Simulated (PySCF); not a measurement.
C2H2F4, SMILES FC(F)C(F)F.

The structure is a stationary point at B3LYP-D3(BJ)/def2-SVP. One conformer was computed; it need not be the lowest.

Level of theory: TDDFT-PBE/def2-SVPD (PySCF).

Vertical excitations.  State labels are in the subgroup C2h.

```
state  symmetry  energy (eV)  λ (nm)      f          main pairs
-----  --------  -----------  ------  -----  ------------------
S1           Au         8.47     146  0.000      HOMO→LUMO 99 %
S2           Bu         8.50     146  0.047    HOMO→LUMO+1 99 %
S3           Ag         8.61     144  0.000   HOMO→LUMO+2 100 %
S4           Bu         9.16     135  0.082    HOMO→LUMO+3 99 %
S5           Ag         9.87     126  0.000  HOMO−1→LUMO+1 99 %
S6           Bg         9.88     125  0.000    HOMO−1→LUMO 98 %
S7           Bu        10.04     123  0.000  HOMO−1→LUMO+2 90 %
S8           Au        10.10     123  0.008  HOMO−2→LUMO+1 96 %
S9           Bu        10.22     121  0.027    HOMO−2→LUMO 89 %
S10          Bg        10.24     121  0.000  HOMO−2→LUMO+2 99 %
T1           Au         8.07     154      0      HOMO→LUMO 99 %
T2           Bu         8.11     153      0    HOMO→LUMO+1 99 %
T3           Ag         8.45     147      0    HOMO→LUMO+2 99 %
T4           Bu         8.86     140      0    HOMO→LUMO+3 99 %
```
Triplets are in the Tamm–Dancoff approximation, which puts them higher than full response would, so one can lie above its singlet here.
